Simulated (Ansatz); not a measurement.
Input file for Ansatz (an electronic-structure program): U-r2SCAN/def2-TZVPP on H4Si2 (SMILES [SiH][SiH3]), 2S+1 = 3, a spin state set in the input, which need not be the lowest, at the other state's geometry.

Ansatz 0.2 input:
```yaml
crystal:
  periodic: [false, false, false]
  atoms:
    - {symbol: Si, position_ang: [1.21190674, -0.51786725, -0.14564710]}
    - {symbol: Si, position_ang: [-1.01450113, 0.33960406, 0.08824494]}
    - {symbol: H, position_ang: [1.73192033, 0.82458781, 0.35298490]}
    - {symbol: H, position_ang: [-1.24449291, 0.73925991, 1.50430800]}
    - {symbol: H, position_ang: [-2.08156299, -0.62031099, -0.29128747]}
    - {symbol: H, position_ang: [-1.16954299, 1.55214805, -0.76237523]}
basis:
  gaussian:
    orbitals: def2-TZVPP
hamiltonian:
  xc: {name: r2SCAN}
magnetization: {spin_polarized: true, initial_magnetization: 2}
```

The head of its log:

```
WARN ansatz: RAYON_NUM_THREADS=1 ignored (pool sized by the plan → 1); use --threads N
Functional definition: r2SCAN
integrals: 0.05 GiB planned
812 factors; their error is unknown
mean field: 0.52 GiB planned
mean field evaluation 1: about -15814.8884 eV, gradient 1.3e1 eV
mean field evaluation 2: about -15814.2295 eV, gradient 1.6e1 eV
```

Q: Give the final energy of this run.

A: -581.2365 hartree.
